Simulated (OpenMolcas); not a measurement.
**Multiplet structure of C III**

```
Program             : OpenMolcas
Method              : SS-CASPT2, IPEA 0.25 Eh, imaginary shift 0.1 Eh (closed shells correlated: 1s)
Basis               : ANO-RCC-VQZP [5s4p3d2f1g]
Scalar Hamiltonian  : DKH2, point nucleus
Active space        : 2 electrons in 4 orbitals (2s 2p)
State averaging     : 2S+1 = 3 even, 3 roots; 2S+1 = 1 even, 7 roots; 2S+1 = 3 odd, 3 roots; 2S+1 = 1 odd, 3 roots
Spin-orbit coupling : RASSI with atomic mean-field integrals over the reference wave functions, term energies averaged over their components
```

Spin-free terms above the lowest, with the occupations of the reference:

```tsv
Configuration	Term	E (cm-1)	Occupations
2s2	1S	0.0	2s 1.85 2p 0.15
2s 2p	3P*	52385	2s 1.00 2p 1.00
2s 2p	1P*	103633	2s 1.00 2p 1.00
2p2	3P	137493	2p 2.00
2p2	1D	146993	2p 2.00
2p2	1S	183084	2s 0.15 2p 1.85
```

With spin-orbit coupling, above the lowest level:

| Configuration | Term | J | E (cm-1) | Measured (cm-1) | g | Term weight % |
| --- | --- | --- | --- | --- | --- | --- |
| 2s2 | 1S | 0 | 0.0 | 0.0 |  | 100 |
| 2s 2p | 3P* | 0 | 52331 | 52367 |  | 100 |
| 2s 2p | 3P* | 1 | 52358 | 52391 | 1.501 | 100 |
| 2s 2p | 3P* | 2 | 52412 | 52447 | 1.501 | 100 |
| 2s 2p | 1P* | 1 | 103633 | 102352 | 1.000 | 100 |
| 2p2 | 3P | 0 | 137440 | 137426 |  | 100 |
| 2p2 | 3P | 1 | 137467 | 137454 | 1.501 | 100 |
| 2p2 | 3P | 2 | 137519 | 137502 | 1.501 | 100 |
| 2p2 | 1D | 2 | 146994 | 145876 | 1.000 | 100 |
| 2p2 | 1S | 0 | 183084 | 182520 |  | 100 |

Against the 9 measured excited levels shown (Moore, Selected Tables of Atomic Spectra, NSRDS-NBS 3, section 3) the mean absolute deviation is 350 cm-1; the largest miss in energy is 2s 2p 1P* 1: computed 103633, measured 102352 cm-1 (+1.3 %).

Computed and measured levels are paired by configuration, term and J; levels that our copy of the source lacks, or whose pairing is in doubt (as where it misses far off the trend of its configuration), stay unpaired and out of the deviations. Levels of configurations outside the active space are missing.

The term weight is that of the spin-free term in the level, not the purity of its configuration. * marks odd parity.
